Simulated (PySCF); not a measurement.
C3H2O3, SMILES O=c1occo1, PBE0/def2-SVP optimised geometry.

```
8

O      1.78    -2.06     0.00
C      1.07    -1.11     0.00
O     -0.29    -1.11     0.00
C     -0.71     0.19     0.00
C      0.37     0.98     0.00
O      1.48     0.19     0.00
H     -1.78     0.39     0.00
H      0.51     2.06     0.00
```

Density from PBE0/def2-TZVP in PySCF at that geometry.

Minimum of the electron density along straight lines between bonded atoms, close to the bond critical point (lines longer than 1.1 times the sum of covalent radii, or with two minima, are not listed):

```json
[
 {"bond": "O1–C2", "length / Å": "1.184", "ρ at the minimum / e bohr⁻³": "___", "∇²ρ there / e bohr⁻⁵": "___", "position (fraction from the first atom)": "0.66"},
 {"bond": "C2–O3", "length / Å": "1.361", "ρ at the minimum / e bohr⁻³": "0.303", "∇²ρ there / e bohr⁻⁵": "-0.74", "position (fraction from the first atom)": "0.35"},
 {"bond": "O3–C4", "length / Å": "1.367", "ρ at the minimum / e bohr⁻³": "0.284", "∇²ρ there / e bohr⁻⁵": "-0.37", "position (fraction from the first atom)": "0.67"},
 {"bond": "C4–C5", "length / Å": "1.334", "ρ at the minimum / e bohr⁻³": "___", "∇²ρ there / e bohr⁻⁵": "-1.09", "position (fraction from the first atom)": "0.50"},
 {"bond": "C2–O6", "length / Å": "1.361", "ρ at the minimum / e bohr⁻³": "0.303", "∇²ρ there / e bohr⁻⁵": "-0.74", "position (fraction from the first atom)": "0.35"},
 {"bond": "C5–O6", "length / Å": "1.367", "ρ at the minimum / e bohr⁻³": "0.284", "∇²ρ there / e bohr⁻⁵": "-0.37", "position (fraction from the first atom)": "0.34"},
 {"bond": "C4–H7", "length / Å": "1.086", "ρ at the minimum / e bohr⁻³": "0.287", "∇²ρ there / e bohr⁻⁵": "-1.05", "position (fraction from the first atom)": "0.66"},
 {"bond": "C5–H8", "length / Å": "1.086", "ρ at the minimum / e bohr⁻³": "0.287", "∇²ρ there / e bohr⁻⁵": "-1.05", "position (fraction from the first atom)": "0.66"}
]
```

Task: Complete the blanks.

Result: 
- O1–C2, ρ at the minimum / e bohr⁻³: 0.454
- O1–C2, ∇²ρ there / e bohr⁻⁵: -0.06
- C4–C5, ρ at the minimum / e bohr⁻³: 0.356
